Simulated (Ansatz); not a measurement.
```xyz
10

C     1.2164    0.0000    0.0000
C     0.3759    1.1569    0.0000
C    -0.9841    0.7150    0.0000
C    -0.9841   -0.7150    0.0000
C     0.3759   -1.1569    0.0000
O     2.4664    0.0000    0.0000
H     0.7112    2.1888    0.0000
H    -1.8619    1.3527    0.0000
H    -1.8619   -1.3527    0.0000
H     0.7112   -2.1888    0.0000
```

Basis set: def2-TZVP (spherical functions). Charge 0, multiplicity 1.

Computed with Ansatz (development build ahead of 0.2.0); each method stands on the lowest determinant of its kind that the runs found. Restricted functionals stand beside restricted open-shell atoms, which can lie above the unrestricted atoms usual in DFT and then raise those values.

The atomization energy at this shape (free ground-state atoms in the same class of orbitals less the molecule, no zero-point energy) of singlet C5H4O:

```tsv
method	atomization energy
ωB97X (restricted)	49.19 eV
PBE0 (restricted)	49.83 eV
UHF	35.34 eV
```

**Question.** What does PBE0 (unrestricted) give?

**Answer.** 49.53 eV. Caution for PBE0 (unrestricted): the unrestricted determinant is spin contaminated. Caution for UHF: the unrestricted determinant is a mixture of spin states.

The shape needn't be a minimum at these levels.
